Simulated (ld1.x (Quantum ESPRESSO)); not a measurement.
**boron (B), RRKJ: configuration errors across variants**

ld1.x (Quantum ESPRESSO) 7.5 input, shortened:

```
&input
   title='B', zed=5., rel=1, dft='PBE', iswitch=3,
   config='[He] 2s1.5 2p1.5 3d-2'
 /
 &inputp
   pseudotype=2, tm=.false., lloc=0,
   nlcc=.true.
 /
3
2P  2  1   1.50   0.00  2.70  2.70  0.0
3D  3  2  -2.00  -0.05  2.40  2.40  0.0
2S  1  0   1.50   0.00  1.40  1.40  0.0
 &test
   configts(1)='2s1.5 2p1.5'
 /
```

All-electron excitation energies from the reference (eV): (1) 2s2 2p1 -2.922; (2) 2s2 2p0 5.297; (3) 2s1 2p0 30.720; (4) 2s1 2p1 11.439; (5) 2s2 2p1.3 -3.660; (6) 2s1 2p2 2.929; (7) 2s0 2p3 8.799.

Errors AE − PS in meV (a dash: test not solved or not reliable):

| change | (1) | (2) | (3) | (4) | (5) | (6) | (7) | bound ghosts |
| --- | --- | --- | --- | --- | --- | --- | --- | --- |
| base | -3.7 | +94 | +323 | -0.4 | -5.9 | -3.8 | -34 | none |
| wave 2p (bound): rc 2.70 bohr becomes 2p (bound): rc 1.72 bohr | +0.8 | +23 | +79 | +1.8 | +0.2 | +0.9 | +8.5 | none |
| wave 2p (bound): rc 2.70 bohr becomes 2p (bound): rc 2.00 bohr | -0.1 | +34 | +121 | +1.2 | -0.8 | 0.0 | 0.0 | none |
| wave 2p (bound): rc 2.70 bohr becomes 2p (bound): rc 2.26 bohr | -1.2 | +49 | +178 | +0.4 | -2.2 | -1.3 | -11 | none |
| wave 2p (bound): rc 2.70 bohr becomes 2p (bound): rc 2.68 bohr | -3.7 | +94 | +323 | -0.4 | -5.9 | -3.8 | -34 | none |
| wave 2p (bound): rc 2.70 bohr becomes 2p (bound): rc 2.94 bohr | -5.8 | +140 | +460 | +0.6 | -9.4 | -5.8 | -52 | none |
| wave 2p (bound): rc 2.70 bohr becomes 2p (bound): rc 3.20 bohr | -7.7 | +190 | +600 | +3.3 | -13 | -7.7 | -69 | none |
| wave 2p (bound): rc 2.70 bohr becomes 2p (bound): rc 3.84 bohr | -15 | +370 | +1092 | +25 | -27 | -14 | -129 | none |
| wave 2p (bound): rc 2.70 bohr becomes 2p (bound): rc 3.98 bohr | -17 | +441 | +1283 | +38 | -32 | -17 | -155 | none |

Problem. Give the same row for: wave 2p (bound): rc 2.70 bohr becomes 2p (bound): rc 3.40 bohr.

Solution. -9.3, +231, +715, +6.7, -16, -9.2, -83; bound ghosts: none.
